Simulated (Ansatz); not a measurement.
Reaction (atomization): `F[C](F)C(F)(F)F`• → 2 C• + 5 F•

Isolated molecules relaxed with PBE0-D4/def2-TZVP in Ansatz; ΔE leaves out vibrations. CCSD(T)/CBS is the MP2 limit (def2-TZVPP, def2-QZVPP) plus CCSD(T) − MP2 in def2-TZVPP, frozen cores. This one scheme is used for every species, atoms too. Functionals use def2-TZVPP. HSE06 is defined as in plane-wave codes. No spin–orbit coupling; open shells (•) take unrestricted orbitals. Spin–orbit coupling would lower the free atoms: a little for C, F.

CCSD(T)/CBS gives +661.0 kcal/mol.

Problem. Another level gave +610.4 kcal/mol. Which?
A. CCSD(T)/def2-TZVPP
B. BHLYP/def2-TZVPP
C. revPBE-D4/def2-TZVPP
D. HSE06-D4/def2-TZVPP

Solution. B. BHLYP 610.4, revPBE-D4 675.8, CCSD(T)/def2-TZVPP 640.4, HSE06-D4 674.7 kcal/mol.

Problem. What do rigid-rotor, harmonic-oscillator terms from PBE0-D4/def2-TZVP frequencies (298.15 K, 1 bar) make of the CCSD(T)/CBS value? (An estimate is asked.)

Solution. The calculation gave: ΔZPE = -15.6 kcal/mol, ΔH = +651.3 kcal/mol, ΔS = 778 J/(mol·K), ΔG = +595.9 kcal/mol. Open shells count their whole term as degenerate.

Largest T1 diagnostic among the species: 0.014.

From r2SCAN to r2SCAN0 (25 % exact exchange), in def2-TZVPP and without D4, ΔE moves by −29.5 kcal/mol: exact exchange takes away binding that semilocal exchange gives to molecules. The D4 term adds +4.5 kcal/mol with B3LYP and +2.3 kcal/mol with PBE0; it sums over pairs of atoms, weighted by their polarisabilities, and B3LYP, whose exchange is more repulsive, gets the larger term.

B3LYP here is the variant with VWN-RPA as its local correlation; programs differ in this.

For atomizations the MP2-based limit and the directly extrapolated one differ by several kJ/mol either way, and by 10 to 25 for some Ge, Se and Sn compounds, so smaller differences from it don't rank the levels.
